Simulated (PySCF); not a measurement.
**TDDFT excited states: C4H7BO2S**

C₄H₇BO₂S.
Numbering: `[CH3:1][S:2][B@H-:3]1[O:4][CH:5]=[CH:6][CH:7]=[O+:8]1` (hydrogens: H9, H10, H11 on C1; H12 on B3; H13 on C5; H14 on C6; H15 on C7)

Method used: PySCF 2.14.0, density-fitted response routines, TDDFT wB97X-D/def2-SVPD, vertical, gas phase, core orbitals frozen in the response. One conformer (not necessarily the lowest) at the PBE0-D3(BJ)/def2-SVP geometry, without solvent, vibrations or thermal averaging. Torsions of this conformer, `[CH3:1][S:2][B@H-:3]1[O:4][CH:5]=[CH:6][CH:7]=[O+:8]1`: C1–S2–B3–O4 154°.

**Question.** List the vertical singlet excitations with oscillator strengths and describe the spectrum.

**Answer.** 

```json
{"state": "S1", "λ (nm)": "399.6", "E (eV)": "3.10", "f": "0.030", "|μ| (D)": "1.60", "main configurations (H = HOMO, L = LUMO)": "H→L (99%)"}
{"state": "S2", "λ (nm)": "323.4", "E (eV)": "3.83", "f": "0.030", "|μ| (D)": "1.44", "main configurations (H = HOMO, L = LUMO)": "H-1→L (98%)"}
{"state": "S3", "λ (nm)": "246.7", "E (eV)": "5.03", "f": "0.0027", "|μ| (D)": "0.38", "main configurations (H = HOMO, L = LUMO)": "H-3→L (97%)"}
{"state": "S4", "λ (nm)": "224.8", "E (eV)": "5.52", "f": "0.090", "|μ| (D)": "2.07", "main configurations (H = HOMO, L = LUMO)": "H-2→L (94%)"}
{"state": "S5", "λ (nm)": "215.6", "E (eV)": "5.75", "f": "0.0032", "|μ| (D)": "0.38", "main configurations (H = HOMO, L = LUMO)": "H→L+2 (48%), H→L+6 (14%), H→L+4 (12%)"}
{"state": "S6", "λ (nm)": "199.5", "E (eV)": "6.21", "f": "0.041", "|μ| (D)": "1.32", "main configurations (H = HOMO, L = LUMO)": "H→L+1 (51%), H→L+2 (16%), H→L+6 (10%)"}
{"state": "S7", "λ (nm)": "186.1", "E (eV)": "6.66", "f": "0.0035", "|μ| (D)": "0.37", "main configurations (H = HOMO, L = LUMO)": "H-5→L (84%)"}
{"state": "S8", "λ (nm)": "183.9", "E (eV)": "6.74", "f": "0.014", "|μ| (D)": "0.73", "main configurations (H = HOMO, L = LUMO)": "H-6→L (42%), H-4→L (39%)"}
{"state": "S9", "λ (nm)": "181.6", "E (eV)": "6.83", "f": "0.013", "|μ| (D)": "0.72", "main configurations (H = HOMO, L = LUMO)": "H→L+4 (49%), H→L+6 (22%), H→L+1 (8%)"}
{"state": "S10", "λ (nm)": "179.6", "E (eV)": "6.90", "f": "0.010", "|μ| (D)": "0.62", "main configurations (H = HOMO, L = LUMO)": "H→L+5 (75%), H→L+3 (8%)"}
```

Triplets (Tamm–Dancoff): T1 2.76 eV, H-1→L (57%), H→L (24%), H-2→L (18%); T2 2.95 eV, H→L (75%), H-1→L (19%); T3 4.65 eV, H-3→L (95%); T4 4.75 eV, H-2→L (65%), H-1→L (22%).

The lowest singlet comes at 400 nm (299 kJ/mol) in the visible; it is of moderate strength; its leading configuration is HOMO→LUMO (99%). The most intense listed level is S4 at 5.52 eV (225 nm, f = 0.090), 2.41 eV above S1. Löwdin shares by element: HOMO sulfur 70%, carbon 11% or more, boron 7%; LUMO carbon 51% or more, oxygen 30% (atoms not listed hold the other 19%). Orbital energies (eV): HOMO-3 -11.35, HOMO-2 -10.39, HOMO-1 -8.95, HOMO -7.83, LUMO -0.89, LUMO+1 1.85, LUMO+2 2.46. Of the 10 states listed, 7 reach f = 0.01 and none stays under 0.0005. The oscillator strengths of these states sum to 0.237; summed over the whole spectrum of an exact calculation they would give the number of electrons, 68 (Thomas–Reiche–Kuhn). S1 lies in the visible range (380 to 750 nm), at 400 nm, f = 0.030; light of that wavelength is violet, and its complementary colour is yellow-green; a Tamm–Dancoff triplet lies at 450 nm, without intensity as long as spin–orbit coupling is left out. All these states lie below the vertical ionisation energy of 8.15 eV (ΔSCF). Singlets were solved by full linear response, triplets in the Tamm–Dancoff approximation.
